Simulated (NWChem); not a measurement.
**Correlation energy of 1,1-difluoroethane (C₂H₄F₂)**

SMILES: CC(F)F
```xyz
8

C     -0.2826     1.3477     0.0000
C     -0.3226    -0.1618     0.0000
F      0.3218    -0.6507    -1.1072
F      0.3218    -0.6507     1.1072
H      0.7727     1.6836     0.0000
H     -0.7881     1.7459    -0.9006
H     -0.7881     1.7459     0.9006
H     -1.3583    -0.5777     0.0000
```
Charge 0, spin multiplicity 1.

All runs are NWChem calculations. All single points use one geometry, from PBE/def2-SVP, a minimum by its harmonic frequencies.

Basis set: def2-SVP. Each correlation energy counts from its own Hartree-Fock reference.

```tsv
method	correlation energy (mHa)	difference from CCSD(T)
CCSD	-681.4	+14.3
SCS-MP2	-637.0	+58.8
CCSD(T)	-695.8	0.0
MP2	-650.0	+45.7
CCSD+T(CCSD)	-697.1	-1.3
CR-CCSD(T)	-692.5	+3.3
CR-CCSD[T]	-693.5	+2.3
```

The values span 60.0 mHa, from CCSD+T(CCSD) (lowest) to SCS-MP2 (highest). 

The correlated methods keep 4 core orbitals frozen. Differences from the coupled-cluster row are differences between methods, not errors against experiment.
